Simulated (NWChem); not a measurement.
The numbers come from NWChem runs, not from measurements. System: C4H10O, charge 1, spin multiplicity 2, at the geometry of a parent with another charge or spin, in a state set for the comparison that need not be this species' ground state. Its SCF solution wasn't tested for a lower state. Level: UMP2/def2-SVP, 5 core orbitals frozen.

Input file:

```
start mol
memory heap 200 mb stack 900 mb global 1100 mb
charge 1
geometry units angstroms nocenter noautoz
  C     -0.125808    -2.534092     0.000000
  C      0.606051    -1.191403     0.000000
  C     -0.337691     0.013086     0.000000
  C      0.382397     1.353064     0.000000
  O     -0.585832     2.382988     0.000000
  H     -0.771072    -2.638070     0.888234
  H      0.579843    -3.380166     0.000000
  H     -0.771072    -2.638070    -0.888234
  H      1.270979    -1.136309    -0.881439
  H      1.270979    -1.136309     0.881439
  H     -1.000508    -0.022398    -0.882687
  H     -1.000508    -0.022398     0.882687
  H      1.043790     1.416420    -0.890302
  H      1.043790     1.416420     0.890302
  H     -0.129259     3.233037     0.000000
  symmetry group Cs
end
basis spherical
  * library def2-svp
end
scf
  uhf
  nopen 1
  maxiter 100
  thresh 1e-7
  semidirect memsize 60000000 filesize 0
  # guess.movecs holds the orbitals of an unrestricted PBE0 run
  vectors input guess.movecs output mol.movecs
end
mp2
  freeze core 5
end
task mp2 energy
```

Output (cleaned and shortened):

```
             Northwest Computational Chemistry Package (NWChem) 7.3.0
             --------------------------------------------------------

                                NWChem Input Module
                                -------------------

 Scaling coordinates for geometry "geometry" by  1.889725989
 (inverse scale =  0.529177249)

 Turning off AUTOSYM since
 SYMMETRY directive was detected!

                             Geometry "geometry" -> ""
                             -------------------------

 Output coordinates in angstroms (scale by  1.889725989 to convert to a.u.)

  No.       Tag          Charge          X              Y              Z
 ---- ---------------- ---------- -------------- -------------- --------------
    1 C                    6.0000    -0.12580800    -2.53409200     0.00000000
    2 C                    6.0000     0.60605100    -1.19140300     0.00000000
    3 C                    6.0000    -0.33769100     0.01308600     0.00000000
    4 C                    6.0000     0.38239700     1.35306400     0.00000000
    5 O                    8.0000    -0.58583200     2.38298800     0.00000000
    6 H                    1.0000    -0.77107200    -2.63807000     0.88823400
    7 H                    1.0000     0.57984300    -3.38016600     0.00000000
    8 H                    1.0000    -0.77107200    -2.63807000    -0.88823400
    9 H                    1.0000     1.27097900    -1.13630900    -0.88143900
   10 H                    1.0000     1.27097900    -1.13630900     0.88143900
   11 H                    1.0000    -1.00050800    -0.02239800    -0.88268700
   12 H                    1.0000    -1.00050800    -0.02239800     0.88268700
   13 H                    1.0000     1.04379000     1.41642000    -0.89030200
   14 H                    1.0000     1.04379000     1.41642000     0.89030200
   15 H                    1.0000    -0.12925900     3.23303700     0.00000000

 Effective nuclear repulsion energy (a.u.)     184.4617368612

            Nuclear Dipole moment (a.u.)
            ----------------------------
        X                 Y               Z
 ---------------- ---------------- ----------------
    -0.0000000000    -0.0000170075     0.0000000000

      Symmetry information
      --------------------

 Group name             Cs
 Group number              2
 Group order               2
 No. of unique centers    11

      Symmetry unique atoms

     1    2    3    4    5    6    7    9   11   13   15


 Summary of "ao basis" -> "" (spherical)
 ------------------------------------------------------------------------------
       Tag                 Description            Shells   Functions and Types
 ---------------- ------------------------------  ------  ---------------------
 *                          def2-svp                  on all atoms

 Summary of "ao basis" -> "ao basis" (spherical)
 ------------------------------------------------------------------------------
       Tag                 Description            Shells   Functions and Types
 ---------------- ------------------------------  ------  ---------------------
 C                          def2-svp                 6       14   3s2p1d
 O                          def2-svp                 6       14   3s2p1d
 H                          def2-svp                 3        5   2s1p

                                 NWChem SCF Module
                                 -----------------

  ao basis        = "ao basis"
  functions       =   120
  atoms           =    15
  alpha electrons =    21
  beta  electrons =    20
  charge          =   1.00
  wavefunction    = UHF
  use symmetry    = T
  symmetry adapt  = T

 Summary of "ao basis" -> "ao basis" (spherical)
 ------------------------------------------------------------------------------
       Tag                 Description            Shells   Functions and Types
 ---------------- ------------------------------  ------  ---------------------
 C                          def2-svp                 6       14   3s2p1d
 O                          def2-svp                 6       14   3s2p1d
 H                          def2-svp                 3        5   2s1p

      Symmetry analysis of basis
      --------------------------

        a'         78
        a"         42

 Forming initial guess at       0.1s

   Symmetry analysis of molecular orbitals - initial alpha
   -------------------------------------------------------

  Numbering of irreducible representations:

     1 a'          2 a"

  Orbital symmetries:

     1 a'          2 a'          3 a'          4 a'          5 a'
     6 a'          7 a'          8 a'          9 a'         10 a'
    11 a"         12 a'         13 a'         14 a"         15 a'
    16 a"         17 a'         18 a"         19 a'         20 a'
    21 a"         22 a'         23 a'         24 a"         25 a'
    26 a'         27 a'         28 a"         29 a"         30 a'
    31 a'

   Symmetry analysis of molecular orbitals - initial beta
   ------------------------------------------------------

  Numbering of irreducible representations:

     1 a'          2 a"

  Orbital symmetries:

     1 a'          2 a'          3 a'          4 a'          5 a'
     6 a'          7 a'          8 a'          9 a'         10 a'
    11 a'         12 a"         13 a'         14 a"         15 a'
    16 a'         17 a"         18 a'         19 a'         20 a"
    21 a"         22 a'         23 a'         24 a"         25 a'
    26 a'         27 a'         28 a"         29 a"         30 a'
    31 a'

 Starting SCF solution at       0.1s

 ----------------------------------------------
[...]
  ----- ------------  ---------------      ----- ------------  ---------------
   117      1.297889  15 H  s                45     -0.871794   4 C  s
    59     -0.758872   5 O  s               107      0.432061  13 H  s
   112      0.432061  14 H  s                64     -0.328268   5 O  py
    49     -0.260547   4 C  px               17      0.179494   2 C  s
    61     -0.170630   5 O  py               63     -0.167201   5 O  px

 Vector   23  Occ=0.000000D+00  E= 7.256570D-03  Symmetry=a'
              MO Center=  9.4D-01,  7.8D-01,  6.8D-16, r^2= 5.7D+00
   Bfn.  Coefficient  Atom+Function         Bfn.  Coefficient  Atom+Function
  ----- ------------  ---------------      ----- ------------  ---------------
    45      1.486371   4 C  s               107     -1.172917  13 H  s
   112     -1.172917  14 H  s                17      1.094250   2 C  s
    31      0.859729   3 C  s                49      0.671530   4 C  px
    87     -0.574367   9 H  s                92     -0.574367  10 H  s
    97     -0.508277  11 H  s               102     -0.508277  12 H  s

 center of mass
 --------------
 x =  -0.03882749 y =   0.12391736 z =   0.00000000

 moments of inertia (a.u.)
 ------------------
         912.849121014985          68.188871111969           0.000000000000
          68.188871111969         101.872335950387           0.000000000000
           0.000000000000           0.000000000000         969.551484506612

  Mulliken analysis of the total density
  --------------------------------------

    Atom       Charge   Shell Charges
 -----------   ------   -------------------------------------------------------
    1 C    6     6.04   1.99  0.86  0.23  2.03  0.89  0.04
    2 C    6     6.15   1.99  0.87  0.27  2.04  0.93  0.05
    3 C    6     6.15   1.99  0.87  0.28  2.06  0.91  0.05
    4 C    6     5.92   1.99  0.91  0.19  2.00  0.77  0.07
    5 O    8     7.87   1.99  1.15  0.64  2.72  1.36  0.02
    6 H    1     0.94   0.75  0.17  0.03
    7 H    1     0.92   0.74  0.15  0.03
    8 H    1     0.94   0.75  0.17  0.03
    9 H    1     0.94   0.75  0.16  0.02
   10 H    1     0.94   0.75  0.16  0.02
   11 H    1     0.91   0.75  0.14  0.02
   12 H    1     0.91   0.75  0.14  0.02
   13 H    1     0.83   0.71  0.09  0.03
   14 H    1     0.83   0.71  0.09  0.03
   15 H    1     0.70   0.63 -0.00  0.07

  Mulliken analysis of the alpha density
  --------------------------------------

    Atom       Charge   Shell Charges
 -----------   ------   -------------------------------------------------------
    1 C    6     3.02   0.99  0.43  0.12  1.02  0.45  0.02
    2 C    6     3.07   0.99  0.43  0.14  1.02  0.46  0.02
    3 C    6     3.08   0.99  0.44  0.14  1.03  0.46  0.02
    4 C    6     2.89   0.99  0.45  0.08  0.98  0.36  0.04
    5 O    8     4.44   1.00  0.60  0.32  1.71  0.81  0.01
    6 H    1     0.47   0.37  0.08  0.01
    7 H    1     0.46   0.37  0.08  0.01
    8 H    1     0.47   0.37  0.08  0.01
    9 H    1     0.47   0.38  0.08  0.01
   10 H    1     0.47   0.38  0.08  0.01
   11 H    1     0.45   0.37  0.07  0.01
   12 H    1     0.45   0.37  0.07  0.01
   13 H    1     0.46   0.39  0.05  0.01
   14 H    1     0.46   0.39  0.05  0.01
   15 H    1     0.33   0.29 -0.00  0.04

   Mulliken analysis of the beta density
   -------------------------------------

    Atom       Charge   Shell Charges
 -----------   ------   -------------------------------------------------------
    1 C    6     3.02   0.99  0.43  0.12  1.02  0.45  0.02
    2 C    6     3.07   0.99  0.43  0.14  1.02  0.46  0.02
    3 C    6     3.07   0.99  0.44  0.14  1.03  0.45  0.02
    4 C    6     3.02   0.99  0.46  0.10  1.02  0.42  0.03
    5 O    8     3.43   1.00  0.55  0.32  1.01  0.55  0.01
    6 H    1     0.47   0.37  0.08  0.01
    7 H    1     0.46   0.37  0.08  0.01
    8 H    1     0.47   0.37  0.08  0.01
    9 H    1     0.47   0.38  0.08  0.01
   10 H    1     0.47   0.38  0.08  0.01
   11 H    1     0.46   0.37  0.07  0.01
   12 H    1     0.46   0.37  0.07  0.01
   13 H    1     0.38   0.32  0.04  0.01
   14 H    1     0.38   0.32  0.04  0.01
   15 H    1     0.37   0.34  0.00  0.03

   Mulliken analysis of the spin density
   -------------------------------------

    Atom       Charge   Shell Charges
 -----------   ------   -------------------------------------------------------
    1 C    6    -0.00  -0.00 -0.00 -0.00 -0.00 -0.00  0.00
    2 C    6    -0.00  -0.00 -0.00 -0.00 -0.00 -0.00 -0.00
    3 C    6     0.01   0.00  0.00  0.00  0.00  0.01 -0.00
    4 C    6    -0.13  -0.00 -0.01 -0.02 -0.04 -0.06  0.01
    5 O    8     1.01  -0.00  0.05 -0.01  0.70  0.27 -0.00
    6 H    1     0.00   0.00  0.00 -0.00
    7 H    1    -0.00  -0.00 -0.00 -0.00
    8 H    1     0.00   0.00  0.00 -0.00
    9 H    1     0.00   0.00 -0.00  0.00
   10 H    1     0.00   0.00 -0.00  0.00
   11 H    1    -0.00  -0.00  0.00 -0.00
   12 H    1    -0.00  -0.00  0.00 -0.00
   13 H    1     0.08   0.06  0.01 -0.00
   14 H    1     0.08   0.06  0.01 -0.00
   15 H    1    -0.05  -0.05 -0.00  0.01

       Multipole analysis of the density wrt the origin
       ------------------------------------------------

     L   x y z        total         alpha         beta         nuclear
     -   - - -        -----         -----         ----         -------
     0   0 0 0      1.000000    -21.000000    -20.000000     42.000000

     1   1 0 0      0.387774      0.601517     -0.213742     -0.000000
     1   0 1 0      3.323084     -0.504547      3.827648     -0.000017
     1   0 0 1     -0.000000     -0.000000     -0.000000      0.000000

     2   2 0 0    -22.363971    -39.913645    -38.015211     55.564885
     2   1 1 0      0.664118     17.966872     13.787241    -31.089996
     2   1 0 1     -0.000000     -0.000000     -0.000000      0.000000
     2   0 2 0     -1.128134   -270.609551   -251.372322    520.853740
     2   0 1 1      0.000000      0.000000      0.000000      0.000000
     2   0 0 2    -21.830923    -22.751699    -21.488855     22.409631

                   NWChem MP2 Semi-direct Energy/Gradient Module
                   ---------------------------------------------

  Basis functions       =    120
  Molecular orbitals    =    120
  Frozen core           =      5
  Frozen virtuals       =      0
  Active alpha occupied =     16
  Active beta occupied  =     15
  Active alpha virtual  =     99
  Active beta virtual   =    100
  Use MO symmetry       = T
  Use skeleton AO sym   = T

  AO/Fock/Back tols     =   1.0D-09  1.0D-09  1.0D-09

 GA uses MA = F    GA memory limited = T

 Available:
  local mem=  1.26D+08
 global mem=  1.44D+08
 local disk=  0.00D+00
  mp2_memr nvloc                    99
  nvloc new                    99
   1 passes of  16:        3145728                      69768                  35968185.
   1 passes of  16: M    126140101           G      144150400           F     122994373.

 Semi-direct pass number   1 of   1  for UHF alpha       at        5.7s
  vrange nnbf                  6674
  mp2_eaftype                   137  avail_ma_in_mb                  1099
 EAF : mp2_eaftype filesize         137   17984093.
  mp2_eaf for mointskh                    137
Node 0 wrote     84.6 Mb in      0.0 s     Agg I/O rate:  2536.6 Mb/s
 Done moints_semi at        9.8s
  mp2_eaftype                   137  avail_ma_in_mb                   962
 EAF : mp2_eaftype filesize         137   17984093.
  mp2_eaf for kh                   137
 Done maket at       10.1s
 Done multipass loop at       10.1s

 GA uses MA = F    GA memory limited = T

 Available:
  local mem=  1.26D+08
 global mem=  1.44D+08
 local disk=  0.00D+00
  mp2_memr nvloc                   100
  nvloc new                   100
   1 passes of  15:        3145728                      67626                  34062091.
   1 passes of  15: M    126140101           G      144150400           F     122994373.

 Semi-direct pass number   1 of   1  for UHF beta        at       10.1s
  vrange nnbf                  6674
  mp2_eaftype                   129  avail_ma_in_mb                  1099
 EAF : mp2_eaftype filesize         129   17031045.
  mp2_eaf for mointskh                    129
Node 0 wrote     80.1 Mb in      0.0 s     Agg I/O rate:  2719.7 Mb/s
 Done moints_semi at       13.9s
  mp2_eaftype                   129  avail_ma_in_mb                   970
 EAF : mp2_eaftype filesize         129   17031045.
  mp2_eaf for kh                   129
 Done maket at       14.2s
 Done multipass loop at       14.2s

          -------------------------------------------
          SCF energy                -231.633191458627
          Correlation energy          -0.719836586669
          Singlet pairs                0.000000000000
          Triplet pairs                0.000000000000
          Total MP2 energy          -232.353028045296
          -------------------------------------------

          ---------------------------------------------------
                    Spin Component Scaled (SCS) MP2
          Same spin pairs                     -0.164373434749
          Same spin scaling factor             0.333333333333
          Opposite spin pairs                 -0.555463151920
          Opposite spin scaling fact.          1.200000000000
          SCS-MP2 correlation energy          -0.721346927221
          Total SCS-MP2 energy              -232.354538385848
          ---------------------------------------------------

 -----------------------
 Performance information
 -----------------------

 Timer overhead =  1.86D-07 seconds/call

               Nr. of calls         CPU time (s)                 Wall time (s)                GFlops
             ---------------    -------------------     ------------------------------   -------------------
Name         Min   Avg   Max    Min     Avg     Max     Min     Avg     Max   Mx/calls   Min     Max     Sum
mp2: moin     2     2     2    7.9     7.9     7.9      7.9     7.9     7.9     4.0      0.0     0.0     0.0
mp2: make     2     2     2   0.62    0.62    0.62     0.62    0.62    0.62    0.31      0.0     0.0     0.0
mp2: tota     1     1     1    8.6     8.6     8.6      8.6     8.6     8.6     8.6      0.0     0.0     0.0

 The average no. of pstat calls per process was 5.00D+00
 with a timing overhead of 9.30D-07s

 Task  times  cpu:       14.2s     wall:       14.2s

 Total times  cpu:       14.2s     wall:       14.2s
```
